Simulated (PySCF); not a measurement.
# [Hg(NH3)3]2+ relaxed at several levels

Computed with PySCF 2.14.0, def2-SVP on the ligands, density fitting, scalar-relativistic core potentials, no spin-orbit coupling, vacuum. Each row is relaxed at its own level from the same template. Distances are means of the shortest metal–ligand contacts, charges and spins Mulliken's; removal energies are rigid, with the ligand's formal charge and no counterpoise, so too large; for an anion taken off a cation in vacuum most of it is the attraction of opposite charges, and multiply charged cations can part far more cheaply with an electron moved from ligand to metal.

```
level   basis on the metal  point group  M–NH3 (Å)  charge on M (e)  HOMO–LUMO gap (eV)  removal of one NH3 (eV)  unstable modes (below −25 cm⁻¹)
 PBE0  def2-SVP with ECP60          C3h      2.251             0.85                7.36                     3.05                         3 (soft)
```

Question: What does the calculation give for TPSS, def2-SVP with ECP60?

Answer: point group: C3h, M–NH3 (Å): 2.283, charge on M (e): 0.75, HOMO–LUMO gap (eV): 4.93, removal of one NH3 (eV): 3.01, unstable modes (below −25 cm⁻¹): not given.
```xyz
13

Hg    0.0000    0.0000    0.0000
N     2.2834    0.0023    0.0000
H     2.6700   -0.4778    0.8293
H     2.6700   -0.4778   -0.8293
H     2.6776    0.9567    0.0000
N    -1.1437    1.9764    0.0000
H    -0.9212    2.5512    0.8293
H    -0.9212    2.5512   -0.8293
H    -2.1673    1.8405    0.0000
N    -1.1397   -1.9787    0.0000
H    -1.7488   -2.0733    0.8293
H    -1.7488   -2.0733   -0.8293
H    -0.5103   -2.7973    0.0000
```

Members with unstable modes aren't minima as they stand: saddle points kept by symmetry or, where the modes are soft, flat surfaces and noise. One start shape was tried for each, so a minimum needn't be the lowest isomer.
